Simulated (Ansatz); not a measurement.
`C=C(Cl)[SiH2]C` + H₂S → `C=C(Cl)[SiH2]S` + CH₄ at 600 K and 1 bar (ligand exchange at the Si–C bond).

Computed with Ansatz on PBE0-D4/def2-TZVP structures; ΔE is electronic, products minus reactants. CBS: MP2 limit from def2 TZ/QZ plus the TZ coupled-cluster correction, frozen cores. This one scheme is used for every species. Each species was taken in one conformer, which may not be the lowest.

```
         species  CCSD(T)/CBS energy (Eh)  H − E (kJ/mol)  S (J/(mol·K))
`C=C(Cl)[SiH2]C`               -867.21796           295.5          456.5
             H₂S               -398.97279            60.8          230.9
`C=C(Cl)[SiH2]S`              -1225.75221           222.1          456.6
             CH₄                -40.46206           140.4          215.7
```

H − E and S are ideal-gas, rigid-rotor, harmonic terms from PBE0-D4/def2-TZVP, for one conformer and one mirror image of each species. 1 Eh = 2625.50 kJ/mol, R = 8.31446 J/(mol·K).

By hand: ΔE, ΔH, ΔS and ΔG.

ΔE = (-1225.75221) + (-40.46206) − (-867.21796) − (-398.97279) = -0.02352 Eh = -61.8 kJ/mol. Δ(H − E) = 222.1 + 140.4 − 295.5 − 60.8 = 6.2, so ΔH = -55.6 kJ/mol. ΔS = 456.6 + 215.7 − 456.5 − 230.9 = -15.1 J/(mol·K). ΔG = -55.6 − 600 × (-15.1)/1000 = -46.5 kJ/mol.

By hand: the equilibrium constant, and the temperature at which ΔG would vanish if ΔH and ΔS stayed fixed.

log₁₀ K = −ΔG/(RT ln 10) = 4.0. ΔG = 0 at ΔH/ΔS = 3682 K, far beyond where these terms or the molecules hold.

ΔH outweighs TΔS. A doubt of 5 kJ/mol in ΔE shifts log₁₀ K by 0.4 here. Other conformers and mirror images would add mixing entropy, several J/(mol·K) or more a flexible species. Modes under 60 cm⁻¹, often nearly free rotors, make the harmonic entropy too high. These are equilibria of isolated gas molecules and say nothing of rates. Largest T1 diagnostic: 0.011 (customary marks: 0.02 for closed shells, 0.045 for open ones).
